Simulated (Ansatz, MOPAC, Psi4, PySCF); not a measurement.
Complex: HF (SMILES F) (first 2 atoms) with C3H8 (SMILES CCC); geometry from B3LYP-D3(BJ)/def2-TZVP, rigid monomers moved along the line of their centres of mass till H2···C5 is 4.16 Å.
(charge 0, multiplicity 1):
```xyz
13

F     -0.362     0.091     0.369
H     -0.498     0.356     1.248
C      1.017    -1.189     5.413
C      0.277    -0.143     6.242
C     -0.535     0.825     5.385
H      1.590    -1.867     6.048
H      0.321    -1.794     4.826
H      1.715    -0.720     4.715
H      0.994     0.424     6.842
H     -0.389    -0.641     6.951
H     -1.060     1.568     5.988
H      0.114     1.380     4.699
H     -1.300     0.290     4.810
```

```
level                              interaction energy (kJ/mol)  cost
---------------------------------  ---------------------------  ----
AM1                                                       -0.1     -
PM6                                                       -0.3     -
HF/STO-3G (no counterpoise)                               -0.2     -
HF/3-21G (no counterpoise)                                -0.8     -
HF/6-31G*                                                 -0.7     -
HF/6-31G* (no counterpoise)                               -0.8     -
r2SCAN-D3(BJ)/def2-TZVPPD                                 -1.4    ×2
B3LYP/6-31G*                                              -0.5     -
B3LYP/6-311+G** (no counterpoise)                         -0.9     -
B3LYP-D3(BJ)/def2-TZVPPD                                  -1.3    ×2
PBE0/def2-TZVPPD                                          -1.0    ×1
SCS-MP2/aug-cc-pVDZ                                       -1.1     -
CCSD(T)/aug-cc-pVDZ                                       -1.2   ×20
SAPT0/jun-cc-pV(D+d)Z                                     -1.0     -
```

The rows run from -1.4 (r2SCAN-D3(BJ)/def2-TZVPPD) to -0.1 kJ/mol (AM1).

Monomers are frozen at their geometry in the pair; levels with a basis set take the counterpoise correction. Rows marked so take none.

Cores are frozen in the correlated methods. Rows in 3-21G, 6-311+G**, 6-31G*, STO-3G carry no dispersion term and start afresh at each structure (6-31G* with six Cartesian d functions). The state that AM1, PM6 reach isn't checked.

Codes used: Ansatz (Gaussian orbitals); MOPAC for AM1, PM6 (differences of heats of formation); Psi4 for SAPT; PySCF for 3-21G rows, 6-311+G** rows, 6-31G* rows, STO-3G rows, the dispersion terms. Each number belongs to the level named beside it.

Costs are rough ratios of core time to PBE/def2-TZVPPD (about 11 s over the structures, on one shared machine); a dash marks a level with no comparable run of its own.

Ansatz is an electronic-structure program.
